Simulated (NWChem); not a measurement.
System: ZrHF$_{3}$; SMILES [F][ZrH]([F])[F]

NWChem printed, in part:

```
             Northwest Computational Chemistry Package (NWChem) 7.3.0
             --------------------------------------------------------

                             Geometry "geometry" -> ""
                             -------------------------

 Output coordinates in angstroms (scale by  1.889725989 to convert to a.u.)

  No.       Tag          Charge          X              Y              Z
 ---- ---------------- ---------- -------------- -------------- --------------
    1 Zr                  40.0000     0.00000000     0.00000000    -0.12838400
    2 F                    9.0000     1.81242700     0.05882200     0.41012800
    3 F                    9.0000    -0.85527200    -1.59901900     0.41012800
    4 F                    9.0000    -0.95715500     1.54019700     0.41012800
    5 H                    1.0000     0.00000000     0.00000000    -1.97442200

 Effective nuclear repulsion energy (a.u.)     359.2994522446

                                 NWChem DFT Module
                                 -----------------

 Summary of "ao basis" -> "ao basis" (spherical)
 ------------------------------------------------------------------------------
       Tag                 Description            Shells   Functions and Types
 ---------------- ------------------------------  ------  ---------------------
 Zr                        def2-svpd                12       34   5s4p2d1f
 F                         def2-svpd                 9       23   4s3p2d
 H                         def2-svpd                 4        8   2s2p

            General Information
            -------------------
          SCF calculation type: DFT
          Wavefunction type:  closed shell.
          No. of atoms     :     5
          No. of electrons :    40
           Alpha electrons :    20
            Beta electrons :    20
          Charge           :     0
          Spin multiplicity:     1
          Use of symmetry is: off; symmetry adaption is: off
          Maximum number of iterations: 150
          AO basis - number of functions:   111
                     number of shells:    43
          Convergence on energy requested:  1.00D-06
          Convergence on density requested:  1.00D-05
          Convergence on gradient requested:  5.00D-04

[...]

                                NWChem TDDFT Module
                                -------------------

            General Information
            -------------------
           No. of orbitals :     222
            Alpha orbitals :     111
             Beta orbitals :     111
        Alpha frozen cores :       0
         Beta frozen cores :       0
     Alpha frozen virtuals :       0
      Beta frozen virtuals :       0
         Spin multiplicity :       1
    Number of AO functions :     111
        Use of symmetry is : off
      Symmetry adaption is : off
         Schwarz screening :  0.10D-07

              XC Information
              --------------
              Hartree-Fock (Exact) Exchange   1.00
            CAM-Becke88 Exchange Functional   1.00
               VWN V Correlation Functional   0.19 local
       Lee-Yang-Parr Correlation Functional   0.81
           Alpha           :  0.19
           Beta            :  0.46
           Gamma           :  0.33

             TDDFT Information
             -----------------
          Calculation type : Tamm-Dancoff TDDFT
         Wavefunction type : Restricted singlets
          No. of electrons :      40
           Alpha electrons :      20
            Beta electrons :      20
              No. of roots :       6
          Max subspacesize :    5200
            Max iterations :     100
               Target root :       1
           Target symmetry : none
      Symmetry restriction : off
                 Algorithm : Optimal
        Davidson threshold :  0.10D-03

    6 smallest eigenvalue differences (eV)
--------------------------------------------------------
  No. Spin  Occ  Vir  Irrep   E(Occ)    E(Vir)   E(Diff)
--------------------------------------------------------
    1    1   20   21 a        -0.388    -0.029     9.791
    2    1   20   22 a        -0.388    -0.029     9.791
    3    1   20   23 a        -0.388     0.000    10.581
    4    1   20   24 a        -0.388     0.007    10.762
    5    1   20   25 a        -0.388     0.021    11.138
    6    1   20   26 a        -0.388     0.021    11.138
--------------------------------------------------------

  Entering Davidson iterations
  Restricted singlet excited states

  Iter   NTrls   NConv    DeltaV     DeltaE      Time
  ----  ------  ------  ---------  ---------  ---------
    1      6       0     0.81E-01   0.10+100       35.0
    2     12       0     0.48E-01   0.12E-01       35.6
    3     18       0     0.18E-01   0.28E-02       35.4
    4     24       0     0.45E-02   0.33E-03       35.6
    5     30       0     0.14E-02   0.28E-04       34.9
    6     36       2     0.16E-02   0.90E-05       35.7
    7     40       5     0.71E-03   0.42E-05       32.0
    8     41       5     0.26E-03   0.70E-06       31.3
    9     42       6     0.97E-04   0.12E-06       28.7
  ----  ------  ------  ---------  ---------  ---------
  Convergence criterion met

  Ground state a        -347.103625903413 a.u.

  ----------------------------------------------------------------------------
  Root   1 singlet a              0.203273844 a.u.                5.5314 eV
  ----------------------------------------------------------------------------
     Transition Moments    X -0.39855   Y  0.00696   Z -0.00000
     Dipole Oscillator Strength                    0.0215326832
     Electric Quadrupole                           0.0000001558
     Magnetic Dipole                               0.0000044373
     Total Oscillator Strength                     0.0215372763

[...]
```

Level: CAM-B3LYP/def2-SVPD with def2 effective core potentials on Zr, TDA. All runs use the structure optimised with PBE0/def2-SVP. Not confirmed as a minimum by frequencies. def2 effective core potentials on Zr; no spin-orbit coupling.

Task: Which NWChem input produces such a log?

Result: Several could match; the one computed here: the input that was run:
```
start job
memory heap 200 mb stack 900 mb global 1100 mb
geometry units angstroms noautosym nocenter noautoz
  Zr     0.000000     0.000000    -0.128384
  F      1.812427     0.058822     0.410128
  F     -0.855272    -1.599019     0.410128
  F     -0.957155     1.540197     0.410128
  H      0.000000     0.000000    -1.974422
end
basis spherical
  * library def2-svpd
end
ecp
  Zr library def2-ecp
end
dft
  xc xcamb88 1.00 lyp 0.81 vwn_5 0.19 hfexch 1.00
  cam 0.33 cam_alpha 0.19 cam_beta 0.46
  iterations 150
end
tddft
  cis
  nroots 6
  notriplet
end
task tddft energy
```
